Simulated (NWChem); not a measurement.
System: CH₂Cl₂GeO; SMILES O=[CH][GeH]([Cl])[Cl]

```xyz
7

O      1.5572     2.2847     0.9127
C      1.3066     1.4312     0.0963
Ge    -0.0013    -0.0577     0.5259
Cl    -1.5946     0.0252    -0.9574
Cl     1.0582    -1.9463     0.2904
H      1.7747     1.4093    -0.9351
H     -0.6146     0.0152     1.9455
```
Atoms are numbered in this order, from 1.

Level: PBE-D3(BJ)/def2-SVP (NWChem), optimised geometry, unscaled harmonic frequencies. 

Q: List the harmonic frequencies with IR intensities, and the thermochemistry.

A: 
```
frequency (cm⁻¹)  IR intensity (km/mol)
----------------  ---------------------
25                                  6.6
101                                12.2
106                                 0.7
135                                 2.8
279                                 0.3
402                                37.7
418                                71.7
565                                 6.7
668                                85.8
672                                39.7
822                                27.5
1301                               30.2
1770                              197.9
2091                               87.4
2787                               98.5
```

```json
{
 "zero_point_energy": "17.3 kcal/mol",
 "thermal correction to the enthalpy at 298.15 K (with zero-point energy)": "22.6 kcal/mol",
 "heat capacity Cv": "22.0 cal/(mol K)",
 "entropy at 298.15 K and 1 atm (symmetry number 1)": "90.7 cal/(mol K)",
 "dipole_moment": "0.45 D"
}
```

Rigid rotor and harmonic oscillator; modes under 100 cm⁻¹ make the entropy uncertain.
